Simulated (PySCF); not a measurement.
Atoms are numbered as in `[CH2:1]=[C:2]1[CH2:3][Si@@H:4]([PH2:5])[C@@H:6]1[CH:7]([CH3:8])[CH3:9]`. Each H is labelled by its parent atom. Ha(C1) is cis to C3; Ha(C3) is cis to P5 on the ring; Hb(C1) is trans to C3; Hb(C3) is trans to P5 on the ring.

[PySCF 2.14: structure optimised with GFN2-xTB; PBE0/pcSseg-1 with gauge-including orbitals; no relativistic terms; isolated molecule; equivalent nuclei averaged; a single conformation]

Shifts are taken against calculated references (same method and geometry level): ¹³C (σ = 186.93 ppm), ¹H (σ = 31.72 ppm), ²⁹Si (σ = 349.16 ppm) against TMS; H3PO4 for ³¹P (σ = 318.38 ppm).

```csv
atoms,nucleus,count,δ (ppm)
C7,¹³C,1,33.5
C2,¹³C,1,156.7
C6,¹³C,1,?
H(Si4),¹H,1,4.85
C3,¹³C,1,?
Hb(C3),¹H,1,2.67
H(C7),¹H,1,?
H(P5),¹H,2,1.25
H(C8),¹H,3,1.07
Hb(C1),¹H,1,5.17
Ha(C1),¹H,1,?
Ha(C3),¹H,1,2.07
H(C6),¹H,1,1.84
Si4,²⁹Si,1,?
H(C9),¹H,3,0.92
C8,¹³C,1,23.9
P5,³¹P,1,?
C9,¹³C,1,25.4
C1,¹³C,1,118.6
```

Task: Complete the table.

Result: 
- C6: 59.1 ppm, allylic sp3 CH bonded to Si
- C3: 23.8 ppm, allylic sp3 CH2 bonded to Si
- Ha(C1): 5.37 ppm, hydrogen on a terminal =CH2 carbon; olefinic region
- H(C7): 1.57 ppm, hydrogen on an sp3 CH
- Si4: -18.6 ppm, silicon bonded to 2 C, P, H, in a 4-membered ring
- P5: -295.1 ppm, phosphorus bonded to Si, 2 H

Shifts are as computed. Against solution values, carbons near 30 ppm lie about +3 ppm off and those near 130 ppm about +5 ppm. Of 1309 compounds with measured shifts, 239 miss one by over three times the rms of a fit or turn the order of signals round; such compounds aren't used in these exercises. Experimental scales use liquid or dissolved standards, which lie at an offset from isolated H3PO4.
